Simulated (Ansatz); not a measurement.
The cluster Nb₃Te₅, relaxed as a doublet with UKS PBE-D4/def2-SVP in Ansatz, starting from the GFN1-xTB geometry. Force threshold 0.03 eV/Å.

In the def2 sets Nb, Te take a core potential; there is no spin–orbit coupling. Another isomer (doublet) lies 1.43 eV lower at PBE0-D4/def2-SVP; other spin states weren't run for this one.

Start:

```tsv
atom	x (Å)	y (Å)	z (Å)
Nb1	0.2045	0.4976	0.1442
Nb2	-1.0127	1.6402	-1.9629
Nb3	-0.0599	3.1025	-0.1382
Te4	-1.9158	-0.6012	1.6023
Te5	1.3814	-1.9661	1.2875
Te6	2.6269	0.4026	1.3635
Te7	0.7142	-1.9433	-1.3014
Te8	-1.9385	-1.1324	-0.9951
```

Q: Estimate the energy that the relaxation releases and the steps that it takes.

A: 97.8 kcal/mol, in 25 steps; 8.7 min on 4 threads of Intel Xeon on a shared host. The force fell under the threshold at step 21, but the optimiser went on and released 0.008 eV more. No frequencies were taken in this run, so the end may be a saddle point.

Q: Does the start keep its bonding?

A: Bonds lost: Te5–Te6, Te7–Te8 (atoms count from 1). Bonds formed: Nb2–Te7, Nb3–Te6 (atoms count from 1).

Q: Predict the relaxed structure.

A: 
```csv
atom,x (Å),y (Å),z (Å)
Nb1,0.0402,-0.3703,0.5571
Nb2,-0.3257,0.6590,-1.7791
Nb3,0.7418,2.4820,-0.5986
Te4,-2.1922,-0.5088,2.0433
Te5,1.9985,-2.2045,0.6529
Te6,1.2801,1.6181,1.8458
Te7,1.2028,-1.6110,-2.0101
Te8,-2.7455,-0.0646,-0.7112
```
Bond lengths (bridged metal pairs left out): 8 × Nb–Te 2.65 to 3.08 Å; 2 × Te–Te 2.84 Å; 1 × Nb–Nb 2.42 Å.
